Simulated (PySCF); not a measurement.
**How methods differ on the excitation energy of W**

W [Xe] 4f14 5d4 6s2 (5D) → W [Xe] 4f14 5d4 6s1 7s1 (7D), as a difference of total energies. Computed with PySCF 2.14 in aug-cc-pVDZ-PP with ECP60MDF, with scalar relativity through the core potential. Correlated levels: valence: 5s2 5p6 frozen. The calculations carry no spin-orbit coupling.

```tsv
method	excitation energy (eV)
UHF	3.619
MP2 (valence)	4.749
SCS-MP2 (valence)	5.055
CCSD (valence)	4.909
CCSD(T) (valence)	5.018
```

Q: How much does correlation contribute at CCSD(T) (valence)?

A: 5.018 − (3.619) = 1.399 eV, measured against UHF.

The promoted electron is Rydberg-like, and one or two diffuse shells describe it only roughly, which tends to raise the upper state.
